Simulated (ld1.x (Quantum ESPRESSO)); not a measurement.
**Nb RRKJ: all-electron and pseudo phase curves**

ld1.x (Quantum ESPRESSO) 7.5 input, shortened:

```
&input
   title='Nb', zed=41., rel=0, dft='PBE', iswitch=3,
   config='[Kr] 4d5 5s0 5p0'
 /
 &inputp
   pseudotype=2, tm=.false., rho0=0.001, lloc=2,
   nlcc=.false.
 /
3
4S  1  0   2.00   0.00  1.30  1.30  0.0
4P  2  1   6.00   0.00  2.15  2.15  0.0
4D  3  2   5.00   0.00  2.05  2.05  0.0
 &test
   configts(1)='4s2 4p6 4d5 5s0 5p0'
 /
```

The phase is arctan(r·u′/u) with u = r·R(r), unwrapped; energies in Ry, scanned from -6 to 5 Ry. A pole is an energy at which the radial function vanishes at the test radius. The pseudo phase is shifted by a multiple of π to meet the all-electron one at the reference energy, and phase errors are pseudo minus all-electron; the curves can meet again beyond the range given. Levels narrower than the energy grid can be missing from the lists of poles.

**Question.** For each channel, where are the poles, and over which energies does the pseudopotential scatter like the atom?

**Answer.**

```tsv
channel	radius (bohr)	reference energy (Ry)	poles, all-electron	poles, pseudo	unbroken range about the reference energy with phases within 0.05 rad	phase error 1 Ry above the reference energy (rad)
s	2.35	-3.92	-3.76	-3.76	the whole range	+0.001
p	2.35	-2.35	-2.04	-2.04	below 1.3	-0.000
d	2.35	-0.14	0.88	0.88	below 3.8	+0.001
```

Phases in the s channel:

```tsv
E (Ry)	all-electron	pseudo
-6.00	1.360	1.361
-5.48	1.339	1.339
-4.96	1.301	1.301
-4.44	1.184	1.185
-3.92	-1.337	-1.337
-3.40	-1.701	-1.701
-2.88	-1.768	-1.767
-2.36	-1.812	-1.811
-1.84	-1.857	-1.856
-1.32	-1.914	-1.912
-0.80	-1.995	-1.991
-0.28	-2.129	-2.122
0.24	-2.394	-2.377
0.76	-2.977	-2.938
1.28	-3.770	-3.735
1.80	-4.210	-4.193
2.32	-4.411	-4.402
2.84	-4.521	-4.515
3.36	-4.589	-4.585
3.88	-4.638	-4.635
4.40	-4.674	-4.672
4.92	-4.705	-4.703
```
